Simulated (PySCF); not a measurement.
Compound: C₆H₁₀Si.
Atom-mapped SMILES: `[CH2:1]=[CH:2][SiH:3]([CH:4]=[CH2:5])[CH:6]=[CH2:7]` (hydrogens: H8, H9 on C1; H10 on C2; H11 on Si3; H12 on C4; H13, H14 on C5; H15 on C6; H16, H17 on C7)

Computed geometry: GFN2-xTB, gas phase.

Problem. List the bond lengths, angles and torsions at this level.

Solution. 
| bond | length (Å) | order |
| --- | --- | --- |
| C1=C2, C4=C5, C6=C7 | 1.324 | double |
| C2–Si3, Si3–C4, Si3–C6 | 1.888 | single |
| C1–H8, C5–H14, C7–H16 | 1.080 | single |
| C1–H9, C5–H13, C7–H17 | 1.079 | single |
| C2–H10, C4–H12, C6–H15 | 1.084 | single |
| Si3–H11 | 1.476 | single |

Bonds in one row agree within 0.01 Å and their mean is given. Orders are formal, as drawn. A selection of angles:
| angle | degrees |
| --- | --- |
| C2–C1–H8 | 122.9 |
| C2–C1–H9 | 121.4 |
| H8–C1–H9 | 115.7 |
| C1–C2–Si3 | 124.5 |
| C1–C2–H10 | 118.4 |
| Si3–C2–H10 | 117.2 |
| C2–Si3–C4 | 110.5 |
| C2–Si3–H11 | 109.2 |
| Si3–C4–C5 | 125.2 |

Torsions: C1–C2–Si3–C4 107° (anticlinal); C2–Si3–C4–C5 -10° (synperiplanar); C2–Si3–C6–C7 109° (anticlinal). The mirror-image conformer, all signs reversed, is as good.

Of the pairs four or more bonds apart, C6···H9 is among the closest relative to their van der Waals radii: 2.86 Å, 99 % of the sum of Bondi's values. Si3 (SiH silicon) is tetrahedral (angles from 109.0° to 110.5°). All 3 C–C bonds measure 1.323 to 1.324 Å. All 3 C–Si bonds measure 1.888 Å.

Point group: near C3, missed by 0.10 Å at most; the miss may be what the optimiser left on a soft mode. Not checked by GFN2-xTB frequencies. One conformer, not necessarily the lowest.
